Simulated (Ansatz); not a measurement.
Basis-set extrapolation for `O[Si@]1(F)O[C@@H]1Cl` (PBE0-D4/def2-TZVP geometry, frozen core, Ansatz). Multiplicity 1, RHF reference.

|  | def2-TZVPP | def2-QZVPP |
| --- | --- | --- |
| HF | -1036.890557 | -1036.926700 |
| MP2 correlation | -1.180953 | -1.283599 |
| CCSD(T) correlation | -1.250181 | not run |

Energies in hartree. Use E(X) = E(∞) + A·exp(−7.88·√X) for Hartree–Fock and E(X) = E(∞) + B·X^(−2.97) for correlation, with X = 3 and 4, and add CCSD(T) minus MP2 of the smaller set to the MP2 limit.

Q: What is the CCSD(T) energy at the basis-set limit?

A: HF limit: -1036.926700 + (-0.036143) × 0.13774 = -1036.93168. MP2 limit: -1.283599 + (-0.102646) × 0.74074 = -1.35963. Higher-order term: -1.250181 − (-1.180953) = -0.06923. Total: -1038.36054 hartree, 577.1 kJ/mol below CCSD(T)/def2-TZVPP.
